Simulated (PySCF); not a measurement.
SMILES CCO[C]=O, doublet, PBE0/def2-SVP optimised geometry.

```
10

C     -0.02     1.29     1.42
C     -0.35     0.86     0.02
O     -0.89    -0.49     0.00
C     -0.04    -1.48     0.00
O      1.15    -1.48     0.00
H      0.78     0.68     1.85
H     -0.90     1.23     2.08
H      0.33     2.34     1.42
H     -1.15     1.48    -0.43
H      0.53     0.88    -0.64
```

Density from unrestricted PBE0/def2-TZVP (PySCF 2.14.0) at that geometry.

Minimum of the electron density along straight lines between bonded atoms, close to the bond critical point (lines longer than 1.1 times the sum of covalent radii, or with two minima, are not listed):

| bond | length / Å | ρ at the minimum / e bohr⁻³ | ∇²ρ there / e bohr⁻⁵ | position (fraction from the first atom) |
|---|---|---|---|---|
| C1–C2 | 1.508 | 0.258 | -0.67 | 0.48 |
| C2–O3 | 1.453 | (withheld) | -0.43 | 0.36 |
| O3–C4 | 1.305 | 0.331 | (withheld) | 0.66 |
| C4–O5 | 1.187 | (withheld) | 0.34 | 0.33 |
| C1–H6 | 1.100 | 0.274 | -0.93 | 0.64 |
| C1–H7 | 1.100 | 0.273 | -0.92 | 0.64 |
| C1–H8 | 1.101 | 0.271 | -0.91 | 0.64 |
| C2–H9 | 1.098 | 0.284 | -1.01 | 0.65 |
| C2–H10 | 1.101 | 0.283 | -1.00 | 0.65 |

Problem. Some entries are withheld; supply them.

Solution. 
- C2–O3, ρ at the minimum / e bohr⁻³: 0.232
- O3–C4, ∇²ρ there / e bohr⁻⁵: -0.46
- C4–O5, ρ at the minimum / e bohr⁻³: 0.436
